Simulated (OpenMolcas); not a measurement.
## Br II: effect of the basis set

- Program: OpenMolcas 26.06
- Method: CASSCF
- Active space: 6 electrons in 8 orbitals (4s 4p 5s 5p)
- State averaging: 2S+1 = 3 even, 3 roots; 2S+1 = 1 even, 6 roots; 2S+1 = 3 odd, 1 root; 2S+1 = 1 odd, 5 roots
- Spin-orbit coupling: RASSI with atomic mean-field integrals over the reference wave functions, term energies averaged over their components

A. ANO-RCC-VTZP [6s5p3d1f], DKH2, point nucleus; cost about 26 core-seconds
B. ANO-R2 [6s5p4d2f1g], X2C, finite nucleus; cost about 22 core-seconds
C. ANO-RCC-VQZP [7s6p4d2f1g], DKH2, point nucleus; cost roughly 30 core-seconds
D. ANO-RCC [9s8p6d4f2g], DKH2, point nucleus; cost roughly 30 core-seconds

Energies in cm-1 above 4s2 4p4 3P2, the measured ground level; measured values from NIST Handbook of Basic Atomic Spectroscopic Data.

```tsv
Level	A	B	C	D	Measured
4s2 4p4 3P2	0.0	0.0	0.0	0.0	0.0
4s2 4p4 3P1	2766	2761	2774	2783	3136
4s2 4p4 3P0	3433	3423	3439	3448	3837
4s2 4p4 1D2	14247	14254	14241	14249	12089
4s2 4p4 1S0	26051	26127	26029	26038	27867
```

Deviations, from unrounded energies. A percentage is the sum of absolute deviations over the sum of measured energies, with the sign that they share, or ± where signs differ.

```json
{"Against measurement": "mean absolute deviation (cm-1)", "Levels": "4", "A": "1200", "B": "1200", "C": "1200", "D": "1200"}
{"Against measurement": "fine structure of the ground term (%)", "Levels": "2", "A": "-11.1", "B": "-11.3", "C": "-10.9", "D": "-10.6"}
{"Against measurement": "other terms of the ground configuration (%)", "Levels": "2", "A": "±9.9", "B": "±9.8", "C": "±10.0", "D": "±10.0"}
```

A, B, C, D lie about equally close to measurement. The largest miss of B in the table is 4s2 4p4 1D2, by +2200 cm-1. The ranking rests on the paired levels alone, and a cruder setting can come out closer through cancelling errors.

Among A to D the level of the table that moves most is 4s2 4p4 1S0, by 98 cm-1 (lowest in C, highest in B).

Without dynamic correlation excited terms often stand tens of per cent too high (terms of higher spin than the ground term too low), and those without a measured partner can miss by more than the paired ones. The run also gave levels led by 4s2 4p3 5s, which use shells meant for correlation; these and all levels above them are left out. Measured partners are found by configuration, term and J. A level has none where our copy of the source lacks it or the pairing is in doubt (some pairs that miss far off the trend of their configuration count as doubtful), and it then counts in no deviation. Only configurations of the active space appear. Levels that lie high or do not pair safely by name in every column are left out.
